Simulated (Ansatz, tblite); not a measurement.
Cost and result up the ladder for TiIF₃ (5 atoms). Total charge 0; singlet. Geometry: r2SCAN-D4/def2-SVP.

```xyz
5

Ti   -0.0075    0.1286   -0.0893
I     0.1150   -1.9759    1.3725
F    -1.6519    0.4685   -0.5043
F     0.8992   -0.1050   -1.5437
F     0.6452    1.4837    0.7648
```

Ansatz on 4 threads of INTEL XEON PLATINUM 8581C on a shared host; xTB runs through tblite on one thread. Times are rough, summed over both states, and most runs start from the orbitals of an earlier one. No level here is sound enough to serve as a yardstick. The other state is a triplet.

In the def2 sets I takes a core potential; there is no spin–orbit coupling. The xTB rows come from tblite.

xTB has no spin-polarisation term.

```csv
level,functions,wall time,vertical triplet (eV)
GFN2-xTB,30,0.008 s,4.68
GFN1-xTB,30,0.01 s,3.85
PBE-D4/def2-TZVP,188,5.5 s,4.16
r2SCAN-D4/def2-TZVP (with forces),188,13 s,4.05
```
